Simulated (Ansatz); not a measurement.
`[I][SnH2][I]`, relaxed with RKS PBE0-D4/def2-TZVP in Ansatz 0.2.0 from a PBE-D4/def2-SVP geometry. The force threshold is 0.005 eV/Å; the program also tests the step.

Charge 0, multiplicity 1. I, Sn takes the def2 core potential.

Start:

```xyz
5

I     1.248   -1.404    1.757
Sn    0.049    0.253   -0.026
I    -1.748   -1.158   -1.489
H    -0.810    1.459    0.858
H     1.261    0.850   -1.099
```

(1) By how much does the energy fall, and how many steps does the optimiser take? (Best estimate.)

(2) Which bonds change most? (An estimate is asked.)

(3) Give the relaxed structure. (An estimate is asked.)

Answers

(1) The calculation gave: 0.03 eV, in 3 steps.

(2) The calculation gave: Sn2–I3 from 2.713 to 2.672 Å; I1–Sn2 from 2.713 to 2.672 Å; Sn2–H5 from 1.724 to 1.700 Å; Sn2–H4 from 1.724 to 1.700 Å.

(3) The calculation gave: 
```xyz
5

I     1.223   -1.389    1.726
Sn    0.049    0.252   -0.026
I    -1.718   -1.147   -1.461
H    -0.797    1.442    0.844
H     1.243    0.842   -1.083
```
